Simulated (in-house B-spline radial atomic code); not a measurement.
Radial electron density of Eu3+, [Kr] 4d9 4f6 5s2 5p6 6p1. Method: scalar-relativistic (X2C) TPSS, spin-polarised, spherical fractional occupations, Fermi nucleus of rms radius 5.1115 fm. Calculated with a radial B-spline atomic code at the basis-set limit.

One-electron X2C: radii and densities carry no picture-change correction, so inner-shell <1/r> comes out high (for 1s by about 2 % at Z = 33, 5 % at 54, 10 % at 75, 30 % at 118) and <r> low.

Columns: r (bohr), 4πr²n(r) (electrons per bohr), bar.

```
0.000623    2.969 #
0.000781    4.158 ##
0.000978    5.786 ##
 0.00122    7.965 ###
 0.00153    10.97 ####
 0.00192       15 ######
  0.0024    20.16 ########
 0.00301    26.84 ###########
 0.00377    35.04 ##############
 0.00472    44.71 ##################
 0.00591    55.47 ######################
 0.00741    66.53 ##########################
 0.00928    76.36 ##############################
  0.0116    83.17 #################################
  0.0145     85.5 ##################################
  0.0182    82.86 #################################
  0.0228    77.24 ###############################
  0.0286    73.41 #############################
  0.0358    76.97 ##############################
  0.0448     89.6 ###################################
  0.0561    105.1 ##########################################
  0.0703    111.1 ############################################
   0.088    101.1 ########################################
    0.11    85.77 ##################################
   0.138    83.78 #################################
   0.173    95.16 ######################################
   0.216    94.11 #####################################
   0.271    68.02 ###########################
   0.339    43.15 #################
   0.425    41.76 #################
   0.532    46.81 ###################
   0.667    37.34 ###############
   0.835    22.17 #########
    1.05     13.9 ######
    1.31    10.47 ####
    1.64    6.503 ###
    2.05    2.763 #
    2.57   0.9182 
    3.22   0.5096 
    4.03   0.3299 
    5.05     0.12 
    6.32  0.02239 
    7.92 0.001635 
    9.92 4.747e-05 
    12.4 1.948e-07
```

On this grid the curve has 4 maxima, near 0.0145, 0.0703, 0.173, 0.532 bohr.

The 4f up radial function P(r) = rR(r), positive near the nucleus:

```json
{"r (bohr)": "0.0286", "P": "0.001375"}
{"r (bohr)": "0.0448", "P": "0.006406"}
{"r (bohr)": "0.0703", "P": "0.02699"}
{"r (bohr)": "0.11", "P": "0.09697"}
{"r (bohr)": "0.173", "P": "0.287"}
{"r (bohr)": "0.271", "P": "0.6398"}
{"r (bohr)": "0.425", "P": "1.024"}
{"r (bohr)": "0.667", "P": "1.098"}
{"r (bohr)": "1.05", "P": "0.7693"}
{"r (bohr)": "1.64", "P": "0.3498"}
{"r (bohr)": "2.57", "P": "0.08695"}
{"r (bohr)": "4.03", "P": "0.009298"}
```
